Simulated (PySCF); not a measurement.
Species: calcium monohydride cation, CaH (charge +1).
Geometry (PBE0-D3(BJ)/def2-SVP, Å), atoms numbered from 1 in this order:
```xyz
2
CaH angstrom
Ca     0.947   -0.041    0.005
H     -0.934    0.010   -0.018
```

Method: TDDFT CAM-B3LYP/def2-SVPD, vertical, gas phase, core orbitals frozen in the response (PySCF).

Transition dipole moments from the ground state, in atomic units and in the frame of the coordinates above (overall signs are arbitrary), for the states with f of 0.002 or more among the lowest 10:

```json
{"state": "S1", "E (hartree)": "0.1282", "μx": "-0.504", "μy": "0.014", "μz": "-0.006"}
{"state": "S4", "E (hartree)": "0.1579", "μx": "-0.001", "μy": "-0.109", "μz": "-0.174"}
{"state": "S5", "E (hartree)": "0.1579", "μx": "-0.006", "μy": "-0.174", "μz": "0.109"}
{"state": "S6", "E (hartree)": "0.1989", "μx": "-1.519", "μy": "0.042", "μz": "-0.018"}
{"state": "S7", "E (hartree)": "0.2101", "μx": "-0.001", "μy": "0.427", "μz": "1.036"}
{"state": "S8", "E (hartree)": "0.2101", "μx": "-0.034", "μy": "-1.036", "μz": "0.427"}
{"state": "S9", "E (hartree)": "0.3195", "μx": "-0.336", "μy": "0.009", "μz": "-0.004"}
{"state": "S10", "E (hartree)": "0.3551", "μx": "-0.312", "μy": "0.009", "μz": "-0.004"}
```

Task: What oscillator strength does each state have?

Result: f = (2/3) ΔE |μ|² with ΔE in hartree (27.2114 eV).

```
state  |μ|² (au)  |μ| (D)      f
   S1      0.254     1.28  0.022
   S4      0.042     0.52  0.004
   S5      0.042     0.52  0.004
   S6      2.308     3.86  0.306
   S7      1.256     2.85  0.176
   S8      1.256     2.85  0.176
   S9      0.113     0.85  0.024
  S10      0.097     0.79  0.023
```

Task: The point group is C∞v. Which irreducible representation does each state belong to?

Result: The ground state is totally symmetric, so the direction of μ fixes the label. Polarised along the molecular axis, so Σ+: S1, S6, S9 and S10. Polarised across the molecular axis, so Π: S4, S5, S7 and S8.

Task: What angle do the transition dipoles of S1 and S10 make?

Result: |cos θ| = |μa·μb| / (|μa| |μb|) = 1.00, so θ ≈ 0° (taken between 0 and 90°, since the signs are arbitrary).

Task: What peak molar absorption coefficient would the strongest computed level give as a lone Gaussian band 0.3 eV wide at half height?

Result: ε(max) = 2.175×10⁸ f / FWHM, with the width in cm⁻¹. S7/S8 (f summed): 2.175×10⁸ × 0.3520 / 2420 ≈ 32000 L mol⁻¹ cm⁻¹.

S4/S5 and S7/S8 coincide within about 0.01 eV; within a degenerate level the directions of the single components are arbitrary.

All these states lie below the vertical ionisation energy of 14.54 eV (ΔSCF).
